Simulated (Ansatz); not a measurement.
Reaction (cleavage of the Al–Si bond): `F[SiH]([AlH2])[GeH3]` + `N[SiH2]O[SiH3]` → `[AlH2][NH][SiH2]O[SiH3]` + `F[SiH2][GeH3]`

Program: Ansatz. Geometries: PBE0-D4/def2-TZVP. ΔE: electronic, gas phase. CBS: MP2 limit from def2 TZ/QZ plus the TZ coupled-cluster correction, frozen cores. For Ge outer-core shells are correlated without core-valence functions, which leaves a few kJ/mol of doubt a bond. Scalar relativity is left out up to krypton. Each species was taken in one conformer, which may not be the lowest.

`F[SiH]([AlH2])[GeH3]`:

Cartesian coordinates in Å:
```
F 1.797 -1.451 0.305
Si 0.759 -0.235 0.552
Al -1.363 -1.020 1.522
Ge 0.440 0.913 -1.522
H 1.442 0.734 1.462
H -1.672 -2.561 1.737
H -2.452 0.076 1.892
H -0.295 0.025 -2.543
H -0.430 2.157 -1.265
H 1.774 1.363 -2.140
```

`N[SiH2]O[SiH3]`:

Z-matrix (Å, degrees):
```
Si
O 1 1.640
N 1 1.701 2 114.3
H 1 1.483 2 107.7 3 119.4
H 1 1.484 2 107.7 3 -119.4
Si 2 1.630 1 148.8 3 178.7
H 3 1.007 1 121.3 2 -75.2
H 3 1.007 1 121.3 2 75.3
H 6 1.484 2 108.5 1 -179.2
H 6 1.487 2 110.5 1 61.0
H 6 1.487 2 110.5 1 -59.4
```

`[AlH2][NH][SiH2]O[SiH3]`:

Cartesian coordinates in Å:
```
Al 1.922 1.965 0.956
N 0.536 0.849 1.112
Si 0.408 -0.777 0.582
O -0.386 -0.932 -0.841
Si -1.824 -1.049 -1.602
H 1.755 3.426 1.542
H 3.228 1.426 0.250
H -0.293 1.218 1.560
H 1.781 -1.287 0.368
H -0.328 -1.583 1.592
H -2.853 -1.611 -0.686
H -1.675 -1.938 -2.780
H -2.269 0.295 -2.054
```

`F[SiH2][GeH3]`:

```xyz
8

F    -0.214    0.909   -2.085
Si   -0.675   -0.146   -0.966
Ge    0.662    0.124    0.984
H    -2.110    0.103   -0.674
H    -0.523   -1.508   -1.539
H     2.145   -0.132    0.673
H     0.203   -0.889    2.048
H     0.512    1.540    1.560
```

```
             level  ΔE (eV)
CCSD(T)/def2-TZVPP    -1.16
      HF/CBS(def2)    -1.24
```

Question: What does CCSD(T)/CBS give? (Estimate.)

Answer: Computed: -1.14 eV. The listed levels differ from it by -0.02, -0.10 eV.

Largest T1 diagnostic among the species: 0.012.

From BLYP to BHLYP (50 % exact exchange), in def2-TZVPP and without D4, ΔE moves by −0.11 eV. Leaving LDA and LC-ωPBE aside and taking each functional with its dispersion term where it has one, the values, not all of them listed here, spread over 0.25 eV, from ωB97M-V to PBE-D4. LDA lies −0.05 eV from PBE without D4.
